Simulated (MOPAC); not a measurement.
MOPAC input (PM3):

```
PM3 PRECISE GNORM=0.05 LET XYZ UHF MS=0.5 GEO-OK AUX(PRECISION=9) THREADS=1
C4H2ISe

I     2.05262300 1   -0.38934900 1    0.07181500 1
C    -0.03647900 1   -0.17554900 1   -0.01012100 1
C    -0.89815400 1   -1.32950700 1   -0.10412900 1
C    -2.18740300 1   -0.95855900 1   -0.14310800 1
Se   -2.51582400 1    0.86836000 1   -0.06906000 1
C    -0.63567200 1    1.03827600 1    0.02224500 1
H    -0.53263100 1   -2.34463700 1   -0.13718700 1
H    -0.17212300 1    2.00790000 1    0.08972700 1
```

Output:

```
 *******************************************************************************
 **                                                                           **
 **                              MOPAC v23.2.5                                **
 **                                                                           **
 *******************************************************************************
 ** MOPAC's Digital Object Identifier: https://doi.org/10.5281/zenodo.6511958 **
 **                                                                           **
 ** Please cite the open-source release paper for use of this MOPAC version:  **
 ** J. E. Moussa and J. J. P. Stewart (2026)                                  **
 ** MOPAC: An open-source semiempirical molecular orbital program             **
 ** J. Open Source Softw., 11(119), 8025, https://doi.org/10.21105/joss.08025 **
 *******************************************************************************

                              PM3 CALCULATION RESULTS

 *******************************************************************************
 *  PM3        - The PM3 Hamiltonian to be used
 *  GEO-OK     - OVERRIDE INTERATOMIC DISTANCE AND OTHER SAFETY CHECKS
 *  UHF        - UNRESTRICTED HARTREE-FOCK CALCULATION
 *  MS=        - IN MECI, MAGNETIC COMPONENT OF SPIN =  0.5
 *  LET        - OVERRIDE SOME SAFETY CHECKS
 *  PRECISE    - TIGHTER CRITERIA TO BE USED
 *  XYZ        - CARTESIAN COORDINATE SYSTEM TO BE USED
 *  GNORM      - EXIT WHEN GRADIENT NORM DROPS BELOW 0.050
 *  AUX        - OUTPUT AUXILIARY INFORMATION
 *******************************************************************************
PM3 PRECISE GNORM=0.05 LET XYZ UHF MS=0.5 GEO-OK AUX(PRECISION=9) THREADS=1
 C4H2ISe

   ATOM   CHEMICAL          X               Y               Z
  NUMBER   SYMBOL      (ANGSTROMS)     (ANGSTROMS)     (ANGSTROMS)

     1       I          2.05262300  *  -0.38934900  *   0.07181500  *
     2       C         -0.03647900  *  -0.17554900  *  -0.01012100  *
     3       C         -0.89815400  *  -1.32950700  *  -0.10412900  *
     4       C         -2.18740300  *  -0.95855900  *  -0.14310800  *
     5      Se         -2.51582400  *   0.86836000  *  -0.06906000  *
     6       C         -0.63567200  *   1.03827600  *   0.02224500  *
     7       H         -0.53263100  *  -2.34463700  *  -0.13718700  *
     8       H         -0.17212300  *   2.00790000  *   0.08972700  *

          CARTESIAN COORDINATES

    NO.       ATOM           X           Y           Z

     1         I          2.0526     -0.3893      0.0718
     2         C         -0.0365     -0.1755     -0.0101
     3         C         -0.8982     -1.3295     -0.1041
     4         C         -2.1874     -0.9586     -0.1431
     5        Se         -2.5158      0.8684     -0.0691
     6         C         -0.6357      1.0383      0.0222
     7         H         -0.5326     -2.3446     -0.1372
     8         H         -0.1721      2.0079      0.0897

  H: (PM3): J. J. P. STEWART, J. COMP. CHEM. 10, 209 (1989).
  C: (PM3): J. J. P. STEWART, J. COMP. CHEM. 10, 209 (1989).
 Se: (PM3): J. J. P. STEWART, J. COMP. CHEM. 12, 320-341 (1991).
  I: (PM3): J. J. P. STEWART, J. COMP. CHEM. 10, 209 (1989).

           Empirical Formula: C4 H2 I Se  =     8 atoms

      MOLECULAR POINT GROUP   :   Cs

          UHF CALCULATION, NO. OF ALPHA ELECTRONS =   16
                           NO. OF BETA  ELECTRONS =   15

          Geometry optimization using EF

          DIAGONAL MATRIX USED AS START HESSIAN

 CYCLE:     1  GRAD.:    97.680 HEAT:  113.8913
 CYCLE:     2  GRAD.:   167.828 HEAT:  113.4202
 CYCLE:     3  GRAD.:   327.813 HEAT:  126.0260
 CYCLE:     4  GRAD.:   271.279 HEAT:  123.5735
 CYCLE:     5  GRAD.:   155.112 HEAT:  115.5148
 CYCLE:     6  GRAD.:   199.316 HEAT:  119.0172
 CYCLE:     7  GRAD.:   320.889 HEAT:  127.3612
 CYCLE:     8  GRAD.:   121.000 HEAT:  111.5192
 CYCLE:     9  GRAD.:   242.488 HEAT:  132.1001
 CYCLE:    10  GRAD.:   216.400 HEAT:  116.3376
 CYCLE:    11  GRAD.:   364.002 HEAT:  140.7522
 CYCLE:    12  GRAD.:   115.330 HEAT:  112.0657
 CYCLE:    13  GRAD.:   238.956 HEAT:  120.2565
 CYCLE:    14  GRAD.:    42.652 HEAT:  106.8046
 CYCLE:    15  GRAD.:    25.720 HEAT:  106.6066
 CYCLE:    16  GRAD.:     8.946 HEAT:  106.3796
 CYCLE:    17  GRAD.:    15.468 HEAT:  106.4262
 CYCLE:    18  GRAD.:     1.844 HEAT:  106.3367
 CYCLE:    19  GRAD.:     1.616 HEAT:  106.3348
 CYCLE:    20  GRAD.:     1.163 HEAT:  106.3325
 CYCLE:    21  GRAD.:     1.298 HEAT:  106.3315
 CYCLE:    22  GRAD.:     0.248 HEAT:  106.3308
 CYCLE:    23  GRAD.:     0.214 HEAT:  106.3306
 CYCLE:    24  GRAD.:     0.112 HEAT:  106.3305
 CYCLE:    25  GRAD.:     0.019 HEAT:  106.3305

     GRADIENT =  0.01890 IS LESS THAN CUTOFF =  0.05000

 -------------------------------------------------------------------------------
 PM3 PRECISE GNORM=0.05 LET XYZ UHF MS=0.5 GEO-OK AUX(PRECISION=9) THREADS=1
 C4H2ISe

     GEOMETRY OPTIMISED USING EIGENVECTOR FOLLOWING (EF).
     SCF FIELD WAS ACHIEVED

                              PM3 CALCULATION
                                                       MOPAC v23.2.5 Linux

          FINAL HEAT OF FORMATION =        106.33053 KCAL/MOL =     444.88692 KJ/MOL

          COSMO AREA              =        146.42 SQUARE ANGSTROMS
          COSMO VOLUME            =        143.56 CUBIC ANGSTROMS

          GRADIENT NORM           =          0.01890          =       0.00668 PER ATOM
          IONIZATION POTENTIAL    =          9.244908 EV
          ALPHA SOMO LUMO (EV)    =         -9.245 -1.405
          BETA  SOMO LUMO (EV)    =         -9.289 -1.763
          NO. OF ALPHA ELECTRONS  =         16
          NO. OF BETA  ELECTRONS  =         15
          MOLECULAR WEIGHT        =        255.9243         POINT GROUP:  Cs

          MOLECULAR DIMENSIONS (Angstroms)

            Atom       Atom       Distance
           Se     5    I     1     4.59895
            H     8    H     7     4.30161
            C     3    C     2     0.00000

          SCF CALCULATIONS        =         26

   ATOM   CHEMICAL          X               Y               Z
  NUMBER   SYMBOL      (ANGSTROMS)     (ANGSTROMS)     (ANGSTROMS)

     1       I          1.94221107  *  -0.39048886  *   0.06688158  *
     2       C          0.00034266  *  -0.16022168  *  -0.00775142  *
     3       C         -0.82750710  *  -1.32583268  *  -0.10082914  *
     4       C         -2.12332805  *  -0.96772442  *  -0.14072175  *
     5      Se         -2.48273555  *   0.85527975  *  -0.06823207  *
     6       C         -0.57999396  *   1.05705857  *   0.02561532  *
     7       H         -0.42750640  *  -2.34016416  *  -0.13232558  *
     8       H         -0.11557495  *   2.03319704  *   0.09345166  *

                             CARTESIAN COORDINATES

   1    I        1.942211071    -0.390488857     0.066881584
   2    C        0.000342657    -0.160221681    -0.007751418
   3    C       -0.827507096    -1.325832676    -0.100829141
   4    C       -2.123328054    -0.967724421    -0.140721746
   5   Se       -2.482735547     0.855279749    -0.068232070
   6    C       -0.579993965     1.057058571     0.025615319
   7    H       -0.427506398    -2.340164162    -0.132325584
   8    H       -0.115574946     2.033197039     0.093451662

           Empirical Formula: C4 H2 I Se  =     8 atoms

      MOLECULAR POINT GROUP   :   Cs

          ALPHA EIGENVALUES
 -36.84024 -27.85518 -22.96595 -19.18954 -17.95331 -16.97606 -15.08670 -14.83777
 -14.06327 -13.45595 -11.96690 -11.31188 -11.17169  -9.90246  -9.56379  -9.24491
  -1.40541  -1.33558  -0.56420  -0.20022   1.19404   2.71844   3.46235   4.10282
   4.48784   4.78885

           BETA EIGENVALUES
 -36.65832 -27.71676 -22.22527 -19.09833 -17.66603 -16.24673 -15.09115 -14.80210
 -13.90157 -13.09608 -11.69575 -10.45631 -10.26917  -9.60090  -9.28856  -1.76347
  -1.12213  -0.29973  -0.11945   0.45542   1.35690   2.58992   3.49106   4.16035
   4.48947   5.04601

              NET ATOMIC CHARGES AND DIPOLE CONTRIBUTIONS

  ATOM NO.   TYPE          CHARGE      No. of ELECS.   s-Pop       p-Pop
    1          I           0.081371        6.9186     1.98252     4.93611
    2          C          -0.138648        4.1386     1.24166     2.89699
    3          C          -0.107052        4.1071     1.17791     2.92915
    4          C          -0.148415        4.1484     1.36729     2.78113
    5         Se           0.221208        5.7788     1.87447     3.90432
    6          C          -0.222043        4.2220     1.22303     2.99902
    7          H           0.155240        0.8448     0.84476
    8          H           0.158339        0.8417     0.84166
 DIPOLE           X         Y         Z       TOTAL
 POINT-CHG.     0.272     0.908     0.056     0.950
 HYBRID         1.172    -0.820     0.012     1.430
 SUM            1.444     0.089     0.068     1.448

          ATOMIC ORBITAL ELECTRON POPULATIONS

     Atom    s        px        py        pz
    1  I   1.98252   0.98855   1.97795   1.96960
    2  C   1.24166   0.91172   0.94478   1.04049
    3  C   1.17791   0.92378   0.97788   1.02749
    4  C   1.36729   0.92932   0.83303   1.01878
    5 Se   1.87447   1.07490   0.96711   1.86230
    6  C   1.22303   0.92090   1.00430   1.07382
    7  H   0.84476
    8  H   0.84166

                    (SZ)    =    0.500000
                    (S**2)  =    1.140829

          ATOMIC ORBITAL SPIN POPULATIONS

    Atom   Total    s     px     py     pz
         Atomic
    1  I -0.0226 -0.002 -0.034 -0.000  0.014
    2  C  0.4340  0.045  0.049  0.056  0.284
    3  C -0.5571 -0.035 -0.063 -0.054 -0.406
    4  C  1.4939  0.229  0.392  0.390  0.483
    5 Se  0.0252  0.005  0.051 -0.028 -0.002
    6  C -0.4544 -0.028 -0.020 -0.035 -0.372
    7  H  0.0485  0.048
    8  H  0.0325  0.032

 **********************
 *                    *
 * JOB ENDED NORMALLY *
 *                    *
 **********************

 == MOPAC DONE ==
```

The geometry given is a B3LYP-D3(BJ)/def2-TZVP minimum.

The determinant is spin-contaminated: <S^2> is 1.14 against 0.75 for a pure state.
